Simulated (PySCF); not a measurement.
# Correlation energy of Tl (thallium, neutral)

[Xe] 4f14 5d10 6s2 6p1, 2P determinant. Computed with PySCF 2.14 in aug-cc-pVDZ-PP with ECP60MDF (5s4p3d, 32 functions), with a scalar-relativistic core potential. Frozen: 5s2 5p6 5d10; 3 electrons correlated.

| level | correlation energy (mhartree) |
| --- | --- |
| CCSD | -32.06 |
| (T) | -0.29 |
| CCSD(T) | -32.35 |
| CCSDT | -32.48 |
| FCI | -32.48 |

Diagnostics: T1 = 0.0093, D1 = 0.0213, largest double amplitude 0.043, weight of the Hartree-Fock determinant in FCI 0.9591 (5819 determinants).

Spin-orbit coupling, absent here, splits the open shell strongly.

Cost of the coupled-cluster step: of the order of 0.25 core-seconds, for 3 correlated electrons.

Iterations:

```
CC2 = 0
CCSD nocc = (np.int64(2), np.int64(1)), nmo = (23, 23)
frozen orbitals [[0, 1, 2, 3, 4, 5, 6, 7, 8], [0, 1, 2, 3, 4, 5, 6, 7, 8]]
max_cycle = 100
direct = 0
conv_tol = 1e-08
conv_tol_normt = 1e-06
diis_space = 8
diis_start_cycle = 0
Init t2, MP2 energy = -0.022063567867771
Init E_corr(UCCSD) = -0.0220635678681754
cycle = 1  E_corr(UCCSD) = -0.0287001910907562  dE = -0.00663662322  norm(t1,t2) = 0.0451873
cycle = 2  E_corr(UCCSD) = -0.0308256811447615  dE = -0.00212549005  norm(t1,t2) = 0.0172937
cycle = 3  E_corr(UCCSD) = -0.0320686524308808  dE = -0.00124297129  norm(t1,t2) = 0.00728732
cycle = 4  E_corr(UCCSD) = -0.0320511985999178  dE = 1.7453831e-05  norm(t1,t2) = 0.00102637
cycle = 5  E_corr(UCCSD) = -0.032059275887998  dE = -8.07728808e-06  norm(t1,t2) = 0.000163948
cycle = 6  E_corr(UCCSD) = -0.0320566044630192  dE = 2.67142498e-06  norm(t1,t2) = 3.19644e-05
cycle = 7  E_corr(UCCSD) = -0.0320578051509091  dE = -1.20068789e-06  norm(t1,t2) = 7.76895e-06
cycle = 8  E_corr(UCCSD) = -0.0320574819866767  dE = 3.23164232e-07  norm(t1,t2) = 2.07938e-06
cycle = 9  E_corr(UCCSD) = -0.0320575121619156  dE = -3.01752389e-08  norm(t1,t2) = 3.99585e-07
cycle = 10  E_corr(UCCSD) = -0.0320575133252087  dE = -1.16329309e-09  norm(t1,t2) = 7.33327e-08
UCCSD converged
E(UCCSD) = -171.5445789612137  E_corr = -0.03205751332520867
UCCSD(T) correction = -0.000293327724388718
```
